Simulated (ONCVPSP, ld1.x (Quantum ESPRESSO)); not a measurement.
**Potentials for In compared**

Generated with ld1.x 7.5 (TM, RRKJ, ultrasoft, PAW), atompaw 4.2 or ONCVPSP 4.0.1. The cutoff is in Ry: for ld1.x and atompaw files where the sum of valence levels is converged to 10 mRy in a Bessel basis, for ONCV files where the hardest occupied wave has 1 mHa per electron of residual kinetic energy. The error is the largest all-electron minus pseudo excitation energy over each file’s own four to seven test configurations (ionisations up to +4, promotions, holes and added fractions of an electron), all of which were solved. The labels leave out finer settings (local radius, basis sizes, second energies), which also bear on the numbers. Spin-polarised tests are not counted. The rows are a selection from randomly drawn settings: files with unsolved tests, undetermined cutoffs or missed reference levels are left out.

A true bound ghost makes a file unfit for plane-wave use even where its test errors are small: the radial tests pick states by their node count and pass the ghost by.

| potential | cutoff (Ry) | largest error (meV) | bound ghosts |
| --- | --- | --- | --- |
| ultrasoft, PBE, scalar-relativistic, rc 2.15/2.05/2.00 (spd), local smoothed, core correction yes, reference 5s1 5p2 | 6 | -109 | p, d, s |
| TM semilocal, LDA (PZ), scalar-relativistic, rc 2.35/3.20/1.75 (spd), local s, core correction yes, reference 4d10 5s2 5p1 | 70 | -83 | none |

Q: Fill in the row for In: ONCV, LDA (Perdew-Zunger), scalar-relativistic, rc 2.20/1.15/1.40/2.15 (spdf), local smoothed, core correction yes, reference 4p6 4d10 5s1, qcut 3.1/11.3/10.9/5.9, projectors 2/2/2/2.

A: cutoff 95 Ry, largest error -172 meV, bound ghosts: s.

Q: Fill in the row for In: PAW, PBEsol, scalar-relativistic, rc 2.35/2.95 (sp), local smoothed, core correction yes, reference 5s1.75 5p1.25.

A: cutoff 6 Ry, largest error -216 meV, bound ghosts: none.

Q: Fill in the row for In: ONCV, PBEsol, fully relativistic, rc 1.15/1.30/1.35 (spd), local smoothed, core correction no, reference 4s2 4p6 4d10 5s1, qcut 7.9/10.2/11.7, projectors 2/3/2.

A: cutoff 106 Ry, largest error +4.0 meV, bound ghosts: none.
